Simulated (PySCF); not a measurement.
**Where the electron goes**

Compound: Ge(SMe)H3, CH₆GeS.
Z-matrix (Å and degrees, PBE0-D3(BJ)/def2-SVP geometry), rows numbered from 1:
```
Ge
S   1  2.2211
C   2  1.8195  1   99.55
H   3  1.0997  2  111.67  1   -62.15
H   3  1.0987  2  106.64  1   179.47
H   3  1.0998  2  111.74  1    61.11
H   1  1.5416  2  110.27  3   -61.22
H   1  1.5351  2  106.07  3   178.90
H   1  1.5416  2  110.03  3    59.03
```

Computed, not measured: PySCF 2.14.0, density-fitted response routines, TDDFT CAM-B3LYP/def2-SVPD, vertical, gas phase, core orbitals frozen in the response. The CAM-B3LYP/def2-SVPD calculation is non-relativistic and has no spin–orbit coupling, an omission that weighs most on germanium.

Kohn–Sham orbitals with the atoms that hold most of them (Löwdin shares over 4%, at most four atoms; ? is withheld):

```tsv
orbital	ε (eV)	atoms
LUMO+2	1.31	S2 48%, Ge1 15%, C3 11%, H8 6%
LUMO+1	0.97	Ge1 38%, S2 18%, C3 11%, H8 7%
LUMO	0.65	Ge1 36%, S2 29%, H7 12%, H9 12%
HOMO	?	?
HOMO-1	-9.81	?
HOMO-2	-10.99	Ge1 34%, H8 29%, S2 12%, C3 11%
HOMO-3	-11.32	Ge1 41%, H7 23%, H9 23%, S2 6%
```

Q: Which atoms hold the HOMO-1, and with what shares?

A: S2 (bonded to C and Ge) 58%; Ge1 (bonded to S and 3 H) 18%; C3 (bonded to S and 3 H) 11%.

Q: Which atoms hold the HOMO, and with what shares?

A: S2 (bonded to C and Ge) 71%; C3 (bonded to S and 3 H) 11%; Ge1 (bonded to S and 3 H) 9%.

Q: What is the HOMO energy, and the HOMO–LUMO gap?

A: ε(HOMO) = -8.10 eV; the gap is 8.75 eV (0.3215 hartree).

Q: How does S1 compare with the orbital gap of 8.75 eV?

A: S1 is at 5.32 eV (f = 0.0093), 3.43 eV below the gap, made of HOMO→LUMO (77%), HOMO→LUMO+1 (10%). Without the coupling terms of the response equations the lowest excitation would equal the gap.

Next come S2 at 6.01 eV (f 0.0097), HOMO→LUMO+2 (72%), HOMO→LUMO+1 (19%); S3 at 6.29 eV (f 0.0003), HOMO→LUMO+1 (70%), HOMO→LUMO (13%), HOMO→LUMO+2 (13%); S4 at 7.01 eV (f 0.0004), HOMO→LUMO+3 (74%), HOMO→LUMO+4 (19%); S5 at 7.14 eV (f 0.019), HOMO→LUMO+5 (40%), HOMO-1→LUMO (31%), HOMO→LUMO+6 (14%).
